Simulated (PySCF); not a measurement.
Computed shifts of a molecule C₄H₁₀Si₂, B3LYP/pcSseg-1 run with PySCF, GIAO, gas phase, atoms alike by connectivity averaged where their shifts nearly agree, in ppm (number of nuclei): ¹³C: 164.2 (1), 135.1 (1), 43.6 (1), 8.3 (1). ²⁹Si: -23.2 (1), -104.6 (1). ¹H: 6.18 (1), 5.88 (1), 5.67 (1), 3.74 (3), 3.59 (2), 1.63 (1), 1.51 (1). References: ¹³C against TMS (σ = 181.3 ppm); ²⁹Si against TMS (σ = 338.7 ppm); ¹H against TMS (σ = 31.68 ppm), references at their B3LYP-D3(BJ)/def2-TZVP geometries, non-relativistic. Geometry: B3LYP-D3(BJ)/def2-SVP. A frequency run showed that this geometry is not a minimum. Other conformers were not sampled.

Task: Pick the molecule that these values belong to.
A) [SiH3]C1([SiH3])C=CC1
B) C=C1CC[SiH2][SiH2]1
C) C=C1CC[Si@H]1[SiH3]
D) [SiH3][SiH]1CC=CC1

Result: C, C=C1CC[Si@H]1[SiH3]
